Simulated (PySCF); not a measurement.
Work out the structure from these simulated measurements.

Formula: C8H12O2.

* Dipole: 2.41 D [PBE0/pcSseg-1]
* 1H NMR: chemical shifts (computed TMS as zero) by class: 7.68 (1 H), 3.04 (1 H), 3.00 (1 H), 2.37 (1 H), 2.35 (1 H), 2.30 (1 H), 2.10 (3 H), 1.17 (3 H) ppm [GIAO PBE0/pcSseg-1]
* Rotational structure: rotational constants A, B, C: 4.191, 0.533, 0.491 GHz [GFN2-xTB]
* NMR, other nuclei: isotropic shieldings of nuclei other than C and H, by class: -107 (1 O), 87 (1 O) ppm [GIAO PBE0/pcSseg-1]
* 13C NMR: chemical shifts (computed TMS as zero) by class: 171.6 (1 C), 137.6 (1 C), 125.5 (1 C), 34.7 (1 C), 34.4 (1 C), 26.1 (1 C), 24.5 (1 C), 23.2 (1 C) ppm [GIAO PBE0/pcSseg-1]

The electronic properties come from PySCF, for the isolated species, density fitting. Levels stand in brackets. One conformer (not necessarily the lowest) at the GFN2-xTB geometry, without solvent, vibrations or thermal averaging. GFN2-xTB frequencies show an imaginary mode (26i cm⁻¹), so this geometry is no minimum at that level. NMR classes are plain means over equivalent atoms (diastereotopic ones count apart unless rotation or inversion swaps them), as if these changed places fast.

Problem. Propose a structure and show how it fits.

Solution. Numbering: `[CH3:1][C:2](=[O:3])[O:4][CH:5]=[C:6]1[CH2:7][CH:8]([CH3:9])[CH2:10]1`. Its formula, C8H12O2, gives 3 degrees of unsaturation: 1 ring and 2 π bonds in the structure found. 8 carbons fall into 8 classes; from least to most shielded: ester carbonyl carbon [C2] (171.6 ppm), vinylic carbon bearing oxygen [C5] (137.6 ppm), fully substituted alkene carbon [C6] (125.5 ppm), allylic carbon [C10] (34.7 ppm), allylic carbon [C7] (34.4 ppm), four-membered-ring carbon [C8] (26.1 ppm), methyl carbon [C9] (24.5 ppm), methyl carbon next to a carbonyl [C1] (23.2 ppm). Hydrogen classes from least to most shielded: 1 H on a vinylic carbon bearing oxygen, C5 (7.68 ppm), 1 H on an allylic carbon, C7 (3.04 ppm), 1 H on an allylic carbon, C10 (3.00 ppm), 1 H on a four-membered-ring carbon, C8 (2.37 ppm), 1 H on an allylic carbon, C7 (2.35 ppm), 1 H on an allylic carbon, C10 (2.30 ppm), 3 H on a methyl carbon next to a carbonyl, C1 (2.10 ppm), 3 H on a methyl carbon, C9 (1.17 ppm). The other shieldings belong to: -107 ppm, ester carbonyl oxygen [O3]; 87 ppm, ester single-bonded oxygen [O4]. The optimised geometry has point group C1 and is an asymmetric top. Structure: `CC(=O)OC=C1CC(C)C1`. Computed isomers that give other values at the same levels: `C=C1CCC[C@H](C(=O)O)C1` (13C chemical shifts (computed TMS as zero) by class: 181.6 (1 C), 156.4 (1 C), 114.8 (1 C), 47.8 (1 C), 41.0 (1 C), 39.1 (1 C), 34.9 (1 C), 32.4 (1 C) ppm); `C#CCC[C@H](C)C(=O)OC` (13C chemical shifts (computed TMS as zero) by class: 184.7 (1 C), 89.4 (1 C), 75.5 (1 C), 53.8 (1 C), 41.6 (1 C), 35.4 (1 C), 22.0 (1 C), 19.2 (1 C) ppm); `COC(=O)[C@@H]1CC=CCC1` (13C chemical shifts (computed TMS as zero) by class: 182.6 (1 C), 134.4 (1 C), 133.6 (1 C), 53.1 (1 C), 46.0 (1 C), 32.9 (1 C), 29.4 (1 C), 29.2 (1 C) ppm). The assignments are read from this structure; whether some other isomer fits the data as well wasn't checked.

Conformer computed: `[CH3:1][C:2](=[O:3])[O:4][CH:5]=[C:6]1[CH2:7][CH:8]([CH3:9])[CH2:10]1`: C1–C2–O4–C5 179°, C2–O4–C5–C6 178°.
